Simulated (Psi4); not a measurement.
Psi4 input (wB97X-D/6-31G*):

```
memory 1500 MB

molecule {
-1 1
C    -0.47162423    0.09897286    0.04953549
N     0.72987879   -0.15316896   -0.07666040
H    -1.32838249   -0.67059574    0.14103533
H    -0.95102367    1.14894128    0.09837455
symmetry c1
no_reorient
no_com
}

set {
  basis 6-31G*
  reference rks
  scf_type pk
  dft_radial_points 99
  dft_spherical_points 590
  e_convergence 1e-8
  d_convergence 1e-7
  maxiter 150
}

e = energy('wb97x-d')
print_out(f'\nFINAL {e:.10f} DIPOLE {variable("CURRENT DIPOLE")[0]:.6f} {variable("CURRENT DIPOLE")[1]:.6f} {variable("CURRENT DIPOLE")[2]:.6f}\n')
```

From the last part of the output:

```
      12A      0.611804    13A      0.895640    14A      1.007585
      15A      1.011580    16A      1.048409    17A      1.155361
      18A      1.161188    19A      1.162016    20A      1.219678
      21A      1.232685    22A      1.593608    23A      1.905423
      24A      1.924626    25A      2.062820    26A      2.212645
      27A      2.317210    28A      2.481820    29A      2.639388
      30A      2.899871    31A      3.040219    32A      3.200914
      33A      4.052235    34A      4.476632

    Final Occupation by Irrep:
              A
    DOCC [     8 ]
    NA   [     8 ]
    NB   [     8 ]

  @RKS Final Energy:   -93.93174018698213

   => Energetics <=

    Nuclear Repulsion Energy =             27.2627202047656958
    One-Electron Energy =                -185.0626059410719790
    Two-Electron Energy =                  72.9364531093574300
    DFT Exchange-Correlation Energy =      -9.0680885209486544
    Empirical Dispersion Energy =          -0.0002190390846081
    VV10 Nonlocal Energy =                  0.0000000000000000
    Total Energy =                        -93.9317401869821254

Computation Completed

Properties will be evaluated at   0.000000,   0.000000,   0.000000 [a0]

Properties computed using the SCF density matrix

 Multipole Moments:

 ------------------------------------------------------------------------------------
     Multipole            Electronic (a.u.)      Nuclear  (a.u.)        Total (a.u.)
 ------------------------------------------------------------------------------------

 L = 1.  Multiply by 2.5417464519 to convert [e a0] to [Debye]
 Dipole X            :         -0.6113577           -0.0000000           -0.6113577
 Dipole Y            :          0.1282967           -0.0000000            0.1282967
 Dipole Z            :          0.0642119            0.0000000            0.0642119
 Magnitude           :                                                    0.6279661

 ------------------------------------------------------------------------------------

FINAL -93.9317401870 DIPOLE -0.611358 0.128297 0.064212

*** Psi4 exiting successfully. Buy a developer a beer!
```

The dipole moment of an ion depends on the origin.
